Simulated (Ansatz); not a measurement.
All values below come from frozen-core CCSD(T)/cc-pVTZ // PBE-D3(BJ)/def2-TZVP (Ansatz, a program for electronic structure).

Ansatz 0.2 input:
```yaml
crystal:
  periodic: [false, false, false]
  atoms:
    - { symbol: S, position_ang: [-1.305667, 1.679829, 0.246787] }
    - { symbol: Si, position_ang: [0.000003, -0.001009, -0.00004] }
    - { symbol: S, position_ang: [2.05737, 0.442668, -0.401684] }
    - { symbol: S, position_ang: [-0.724652, -1.071233, -1.709056] }
    - { symbol: S, position_ang: [-0.027387, -1.056124, 1.86466] }
    - { symbol: H, position_ang: [-1.189757, 2.06971, -1.047431] }
    - { symbol: H, position_ang: [2.269083, 0.987464, 0.823046] }
    - { symbol: H, position_ang: [0.303262, -1.956714, -1.696725] }
    - { symbol: H, position_ang: [-1.382255, -1.094592, 1.920444] }
basis:
  gaussian: { orbitals: cc-pVTZ }
correlation:
  method: ccsd_t
```

Output:

```
Functional definition: HF
1292 factors; integrals over basis functions are off by at most 1.1e-3 eV
mean field evaluation 1: about -51198.3030 eV, gradient 2.3e1 eV
mean field evaluation 2: about -51198.7313 eV, gradient 2.3e1 eV
mean field evaluation 4: about -51200.9641 eV, gradient 3.8e0 eV
mean field evaluation 8: about -51201.0494 eV, gradient 2.4e-1 eV
mean field evaluation 16: about -51201.0498 eV, gradient 1.5e-6 eV
mean field -51201.04977893 eV, -1881.6038740575 hartree, gradient 1.5e-6 eV, S^2 0.000000; 0 other end points of the search recorded, 0 dependent functions left out
25 core orbitals not correlated
reference -51201.04977893 eV, -1881.6038740575 hartree; 16, 16 occupied and 185, 185 virtual orbitals, 1292 factors
second order -22.53497942 eV of doubles, -0.00000000 eV of singles
cycle   1  -23.73061272 eV  change    -1.2e0 eV  update   1.1e-1
cycle   2  -24.32747395 eV  change   -6.0e-1 eV  update   3.1e-2
cycle   3  -24.43194359 eV  change   -1.0e-1 eV  update   1.5e-2
cycle   4  -24.42461866 eV  change    7.3e-3 eV  update   3.4e-3
cycle   5  -24.42287322 eV  change    1.7e-3 eV  update   1.3e-3
cycle   6  -24.42239480 eV  change    4.8e-4 eV  update   4.0e-4
cycle   7  -24.42225645 eV  change    1.4e-4 eV  update   1.5e-4
cycle   8  -24.42230040 eV  change   -4.4e-5 eV  update   4.3e-5
cycle   9  -24.42230755 eV  change   -7.2e-6 eV  update   1.4e-5
perturbative correction -1.19543237 eV, -0.0439313293 hartree
Total energy: -51226.66751885 eV, -1882.5453086354 hartree
```

Cost: around 5 core-minutes (rough).
